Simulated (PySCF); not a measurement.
Gas-phase reaction: H2 + 3 InF → InF3 + 2 InH

Computed with PySCF and rigid-rotor harmonic-oscillator thermochemistry at 1 bar. † marks an energy on the PBE0/def2-TZVP geometry and frequencies; other levels use their own. MP2 and CCSD(T) freeze the core. All species are closed-shell singlets. In: scalar-relativistic def2 core potential, no spin-orbit coupling. InH: computed as isolated molecules; such fragments, hydroxides, amides, oligomers or adducts are transient or little studied in the gas. MP2 isn't extrapolated to the basis-set limit; its ΔH°(298 K) is 266.1 kJ in def2-SVP and 331.7 kJ in def2-TZVPP. CCSD(T) isn't extrapolated to the basis-set limit; its ΔH°(298 K) is 272.7 kJ in def2-SVP and 304.2 kJ in def2-TZVPP. The harmonic model lacks anharmonicity and excited electronic states, which grow with temperature; levels with a mode under 35 cm⁻¹ are left out.

ΔH° and ΔS° at 298 K: CCSD(T)/def2-SVP† 273 kJ, -114 J/K; CCSD(T)/def2-TZVPP† 304 kJ, -114 J/K; MP2/def2-TZVPP† 332 kJ, -114 J/K; PBE/def2-SVP 316 kJ, -111 J/K; PBE0/def2-SVP† 300 kJ, -114 J/K; PBE0/def2-TZVP 313 kJ, -114 J/K.

Task: With the heat capacities included, give log10 K (1 bar) at 600, 800, 1000, 1200, 1600 K from CCSD(T)/def2-SVP†, CCSD(T)/def2-TZVPP†, MP2/def2-TZVPP†, PBE/def2-SVP, PBE0/def2-SVP†, PBE0/def2-TZVP.

Result: 
| T (K) | CCSD(T)/def2-SVP† | CCSD(T)/def2-TZVPP† | MP2/def2-TZVPP† | PBE/def2-SVP | PBE0/def2-SVP† | PBE0/def2-TZVP |
|---|---|---|---|---|---|---|
| 600 | -29.7 | -32.4 | -34.8 | -33.3 | -32.1 | -33.2 |
| 800 | -23.7 | -25.8 | -27.6 | -26.4 | -25.5 | -26.4 |
| 1000 | -20.2 | -21.8 | -23.2 | -22.2 | -21.6 | -22.2 |
| 1200 | -17.7 | -19.1 | -20.3 | -19.4 | -18.9 | -19.5 |
| 1600 | -14.7 | -15.7 | -16.6 | -15.9 | -15.6 | -16.0 |
